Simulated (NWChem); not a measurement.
System: C$_{7}$H$_{7}$, doublet; SMILES [CH]1C2C=CC1C=C2

The following NWChem deck was run.

```
start job
memory heap 200 mb stack 900 mb global 1100 mb
geometry units angstroms noautoz
  C     -1.346245     0.073761     0.000000
  C     -0.312955    -0.009977     1.126683
  C      0.537892     1.202745     0.670451
  C      0.537892     1.202745    -0.670451
  C     -0.312955    -0.009977    -1.126683
  C      0.411626    -1.292279    -0.668393
  C      0.411626    -1.292279     0.668393
  H     -2.145831     0.815589     0.000000
  H     -0.659544     0.010901     2.161120
  H      1.043096     1.893002     1.338013
  H      1.043096     1.893002    -1.338013
  H     -0.659544     0.010901    -2.161120
  H      0.867110    -2.012172    -1.339130
  H      0.867110    -2.012172     1.339130
end
basis spherical
  * library sto-3g
end
dft
  odft
  mult 2
  xc xpbe96 cpbe96
  iterations 150
  mulliken
end
task dft energy
```

In the optimisation the excess spin sits in a' (Cs, its own frame). The geometry was optimised at B3LYP/6-31G* (spherical d), spin-unrestricted. No stability test was run on the SCF state.

**Question.** Give the results of this calculation. (PBE/STO-3G, spin-unrestricted.) Quantities: basis functions; energy (Ha); highest occupied level (eV); lowest empty minus highest occupied level, either spin (eV); dipole (D); <S²>.

**Answer.** 
```yaml
number_of_basis_functions: 42
energy (Ha): -267.17
highest occupied level (eV): -2.05
lowest empty minus highest occupied level, either spin (eV): 2.91
dipole (D): 0.49
"<S²>": 0.753
```
